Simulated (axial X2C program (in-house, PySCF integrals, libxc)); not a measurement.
## Potential curves of TiSb²⁺, with spin–orbit coupling

All values were computed with an in-house all-electron X2C program for linear molecules (integrals from PySCF). Two-component (2c) means X2C with spin–orbit coupling and atomic mean-field two-electron Coulomb and Gaunt terms. Basis: Sb dyall-v3z [11s12p8d1f], Ti dyall-v3z [10s10p6d3f2g] (cores contracted in-house); Gaussian nuclei, density fitting, unrestricted open shells. Masses: Sb 120.904 u, Ti 47.948 u.

State: Ω = 7/2 (⟨Sz⟩ = 1.49, ⟨Lz⟩ = 2.01 at BLYP). Energies in cm⁻¹ from the lowest point of each curve. Fits are polynomials in 1 − R0/R over 0.85 to 1.23 times the lowest point R0.

```tsv
R (Å)	BLYP
2.5817	1338
2.6668	433
2.7519	31
2.8370	0
2.9363	296
3.0356	829
```

One determinant describes the state; a PBE0 search over occupations chose it and may have missed a lower one. Density functionals use the spin component along the axis (collinear). PBE0 can misorder states that lie within some tenths of an eV, so this need not be the ground state of the molecule. The nearest other spin-free determinant of the search, M_S = 5/2, Λ = 3, lies 0.18 eV up at the distance of the search. Without a current term, density functionals place determinants with orbital angular momentum somewhat too high. With several unpaired electrons one determinant need not be a pure state. A state of lower Ω lies just above, and one determinant can place such states too high, so the state shown need not be the lowest. The search has Ω = 1/2 only 0.05 eV up. At some level and bond length an empty orbital lies below a filled one.

(1) What are Re and ωe at the BLYP level?

## Answers

(1) At BLYP, 2c: Re = 2.802 Å, ωe ≈ 203 cm⁻¹; Be follows as 0.0625 cm⁻¹.
